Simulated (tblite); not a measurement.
C5H13B.
Atom-mapped SMILES: `[CH3:1][BH:2][C@@H:3]([CH3:4])[CH2:5][CH3:6]` (hydrogens: H7, H8, H9 on C1; H10 on B2; H11 on C3; H12, H13, H14 on C4; H15, H16 on C5; H17, H18, H19 on C6)

Computed with GFN2-xTB (tblite), gas phase: L-BFGS steps from a force-field or distance-geometry start until the largest atomic force falls under 0.01 eV/Å.

Step 42: E = -504.8049 eV
```
atom  x, y, z in Å  |  force x, y, z in eV/Å
C1      2.5369   -0.2879   -0.3234    0.018  -0.003  -0.010
B2      1.0858   -0.5596    0.2124    0.051   0.028  -0.080
C3     -0.1207    0.4369   -0.0314   -0.012  -0.007   0.026
C4     -0.0575    1.2340   -1.3411    0.018   0.005  -0.034
C5     -1.5017   -0.2318    0.0887   -0.053  -0.026   0.037
C6     -1.8311   -0.6871    1.5056   -0.022  -0.031   0.031
H7      2.6792   -0.9180   -1.2051    0.024   0.043   0.034
H8      3.3048   -0.5917    0.3868   -0.011  -0.008  -0.025
H9      2.7454    0.7357   -0.6267   -0.024  -0.038   0.015
H10     0.8961   -1.5576    0.7972    0.049  -0.020   0.006
H11    -0.0536    1.1769    0.7802   -0.004   0.000   0.042
H12    -0.1751    0.5713   -2.1960    0.007  -0.021   0.008
H13     0.8921    1.7528   -1.4421   -0.013   0.000   0.011
H14    -0.8546    1.9758   -1.3781    0.009  -0.006  -0.004
H15    -2.2726    0.4704   -0.2379   -0.023   0.029  -0.011
H16    -1.5393   -1.0932   -0.5830   -0.011   0.019   0.005
H17    -1.8489    0.1573    2.1955   -0.017  -0.039  -0.082
H18    -1.0911   -1.3978    1.8624    0.001   0.010   0.019
H19    -2.8038   -1.1771    1.5287    0.015   0.066   0.012
```

Step 43: E = -504.8061 eV
```
atom  x, y, z in Å  |  force x, y, z in eV/Å
C1      2.5381   -0.2868   -0.3226    0.012  -0.007  -0.013
B2      1.0870   -0.5641    0.2082    0.031   0.037  -0.059
C3     -0.1217    0.4315   -0.0337    0.008   0.001   0.026
C4     -0.0585    1.2346   -1.3408    0.009  -0.006  -0.013
C5     -1.5029   -0.2373    0.0876   -0.020   0.003   0.020
C6     -1.8322   -0.6833    1.5074    0.001  -0.032  -0.004
H7      2.6817   -0.9137   -1.2057    0.029   0.037   0.011
H8      3.3049   -0.5939    0.3865    0.000  -0.005  -0.012
H9      2.7454    0.7379   -0.6215   -0.019  -0.028   0.010
H10     0.9024   -1.5639    0.7922    0.031  -0.014   0.001
H11    -0.0544    1.1698    0.7800    0.000  -0.006   0.036
H12    -0.1668    0.5761   -2.1997    0.007  -0.034   0.004
H13     0.8867    1.7628   -1.4352   -0.013  -0.006   0.015
H14    -0.8623    1.9689   -1.3775    0.007   0.004  -0.004
H15    -2.2721    0.4646   -0.2411   -0.043   0.044  -0.019
H16    -1.5391   -1.0981   -0.5846   -0.023  -0.002   0.027
H17    -1.8386    0.1647    2.1917   -0.016  -0.021  -0.064
H18    -1.0983   -1.3991    1.8642    0.019  -0.007   0.030
H19    -2.8091   -1.1616    1.5370   -0.020   0.041   0.008
```

**Question.** Estimate the geometry and energy of step 44. (The exact step hangs on the optimiser's Hessian estimate; all steps are aligned on step 43, rigid shifts and turns removed.)

**Answer.** E = -504.8070 eV, largest force 0.058 eV/Å
```
atom  x, y, z in Å  |  force x, y, z in eV/Å
C1      2.5391   -0.2865   -0.3225    0.007  -0.005  -0.011
B2      1.0884   -0.5694    0.2032    0.005   0.037  -0.021
C3     -0.1215    0.4259   -0.0359    0.011   0.010   0.015
C4     -0.0595    1.2345   -1.3407    0.001  -0.012   0.009
C5     -1.5039   -0.2413    0.0867    0.002   0.024  -0.004
C6     -1.8330   -0.6806    1.5083    0.009  -0.024  -0.024
H7      2.6863   -0.9084   -1.2074    0.034   0.019  -0.017
H8      3.3047   -0.5950    0.3864    0.013  -0.006   0.001
H9      2.7430    0.7395   -0.6161   -0.009  -0.004   0.002
H10     0.9081   -1.5682    0.7912    0.019  -0.007  -0.012
H11    -0.0524    1.1621    0.7802    0.002  -0.013   0.026
H12    -0.1603    0.5799   -2.2036    0.008  -0.035   0.011
H13     0.8812    1.7716   -1.4293   -0.010  -0.012   0.015
H14    -0.8692    1.9623   -1.3753    0.008   0.007  -0.010
H15    -2.2713    0.4620   -0.2441   -0.042   0.037  -0.015
H16    -1.5406   -1.1021   -0.5852   -0.031  -0.013   0.037
H17    -1.8306    0.1710    2.1868   -0.013   0.000  -0.036
H18    -1.1043   -1.4002    1.8670    0.025  -0.017   0.029
H19    -2.8140   -1.1478    1.5430   -0.040   0.016   0.005
```

The energy changes by -0.0009 eV. The first-order estimate −F·Δx gives -0.0012 eV and the mean of the old and new forces, exact on a quadratic surface, -0.0009 eV. The step makes an angle of 78° with the force vector and moves no atom by more than 0.016 Å.

The cost below is that of the whole relaxation. Hardware: an Arm Neoverse V2 with one thread, shared host with 32 logical CPUs at a one-minute load of 7.2. Cost: 0.86 s of wall time.
